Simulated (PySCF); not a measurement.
Species: SiCl3(NHEt), C2H6Cl3NSi.
Structure used (PBE0-D3(BJ)/def2-SVP), in Å, numbered top down from 1:
```xyz
13
C2H6Cl3NSi angstrom
Si     0.3097    1.4778    1.1656
Cl     0.2162    1.6508    3.2018
Cl     2.2863    1.5307    0.5941
Cl    -0.5670    3.0979    0.2690
N     -0.4962    0.0557    0.7310
C     -0.7048   -0.3977   -0.6328
C      0.3099   -1.4289   -1.0966
H     -0.6399   -0.6414    1.4539
H     -1.7301   -0.7950   -0.7301
H     -0.6717    0.4863   -1.2910
H      1.3297   -1.0183   -1.0477
H      0.1102   -1.7411   -2.1331
H      0.2783   -2.3288   -0.4620
```

Lines to be assigned: C 1s: 290.96 (area 1), 292.15 (area 1) eV; N 1s: 405.20 eV; Si 1s: 1849.52 eV; Si 2p3/2: 109.32 eV; Cl 1s: 2829.03 eV; Cl 2p3/2: 206.44 eV.

Method: PySCF, delta-SCF UKS SCAN, pcX-2 on the ionised atom, pcseg-1 elsewhere, spin-free X2C. The structure is a single PBE0-D3(BJ)/def2-SVP conformer in the gas phase; no vibrational or solvent corrections.

(1) Which carbon gives which C 1s line?

## Answers

(1) 290.96 eV: C7 (carbon bonded to C and 3 H); 292.15 eV: C6 (carbon bonded to C, N and 2 H). The listed C 1s values span 1.19 eV, from C7 (bonded to C and 3 H) to C6 (bonded to N, C and 2 H).

Bonded neighbours of each site: Si1: 3 Cl and N; Cl2/Cl3/Cl4: Si; N5: C, H and Si; C6: N, C and 2 H; C7: C and 3 H.

**Question.** Express the binding energy of Cl 2p3/2 of Cl2/Cl3/Cl4 in atomic units and per mole.

**Answer.** 206.44 eV = 7.5865 Eh = 19918 kJ/mol.

One atom of each set of topologically equivalent atoms was ionised and stands for the set; in this conformer not all members are related by symmetry, and their own values weren't computed. The 2p values aren't plain energy differences: one relaxed spin-free 2p hole is combined with a matrix within the shell (ground-state 2p orbital-energy differences and spin–orbit coupling). 2p3/2, the mean of its two sublevels, lies a third of the splitting below the shell's mean and 2p1/2 two thirds above it; the statistical areas are 2:1. 2p1/2 minus 2p3/2 (ligand field included): Si 0.63 eV, Cl 1.65 eV.
